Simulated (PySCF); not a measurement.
I$_{3}$Sb, triplet (typed; the unrestricted solution is spin-contaminated), at the geometry of the source list (a higher spin typed on purpose: for a closed-shell molecule this is an excited state) (core potentials on I, Sb).

Here is a job for PySCF.
```python
from pyscf import gto, scf

mol = gto.Mole()
mol.atom = '''
    Sb    0.00070000    0.00200000    0.99470000
    I    -1.87070000   -1.50500000   -0.33200000
    I    -0.36780000    2.37070000   -0.33110000
    I     2.23790000   -0.86770000   -0.33160000
'''
mol.basis = 'def2-tzvpp'
mol.ecp = {'I': 'def2-tzvpp', 'Sb': 'def2-tzvpp'}
mol.spin = 2
mol.verbose = 4
mol.build()

mf = scf.UHF(mol)
mf = mf.density_fit(auxbasis='def2-universal-jkfit')
mf.kernel()
```

Q: What is the computed Mulliken (on the basis functions themselves) charges in atom order (DF-HF/def2-TZVPP run with PySCF)?

A: Sb1 0.54, I2 -0.18, I3 -0.18, I4 -0.18

Q: Predict the total energy from DF-HF/def2-TZVPP.

A: -1129.246998 Ha

Q: Estimate the <S^2> that DF-HF/def2-TZVPP returns for this input.

A: 2.119

These values belong to the state on which the SCF converged, which isn't shown to be the lowest.
